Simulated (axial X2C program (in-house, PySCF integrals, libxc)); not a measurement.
## Correcting the dissociation energy of ZrH for spin–orbit coupling

A spin-free PBE0 curve (one-electron X2C) was computed with an in-house relativistic program for diatomic molecules, basis Zr dyall-cv3z [11s12p9d6f3g], H dyall-v3z [6s2p1d] (cores contracted in-house), for the state M_S = 3/2, Λ = 0 (beyond evenly filled blocks: σα, δ+α, δ-α). It gives D0 = 2.658 eV to Zr + H, which in a spin-free picture are the weighted means of the ground terms.

Measured levels of the ground terms (NIST Handbook of Basic Atomic Spectroscopic Data), in cm⁻¹: Zr 3F: J = 2 at 0, J = 3 at 570.4, J = 4 at 1240.8; H 2S: J = 1/2 at 0.

The molecular state has Λ = 0, so it has no first-order lowering.

(1) How far does each ground level lie under the (2J+1)-weighted mean of its term?

(2) Correct D0.

Second-order spin–orbit effects in the molecule, which grow quickly with Z, are left out. One determinant describes the state; a PBE0 search over occupations chose it and may have missed a lower one. De is counted from the lowest determinant-based energies of the atoms at the same level, without counterpoise correction. Other states lie close and PBE0, whose exact exchange favours high spin, may order them wrongly; the determinant shown need not be the ground state. The nearest other spin-free determinant of the search, M_S = 3/2, Λ = 3, lies 0.006 eV up at the distance of the search. With spin–orbit coupling the lowest determinant has another configuration, so this spin-free state is a model.

Answers

(1) Zr: (5 × 0 + 7 × 570.4 + 9 × 1240.8)/21 = 722 cm⁻¹; H: a single level, 0.

(2) D0 = 2.658 + (0 − 722)/8065.5 = 2.568 eV at PBE0 with these spin–orbit terms.
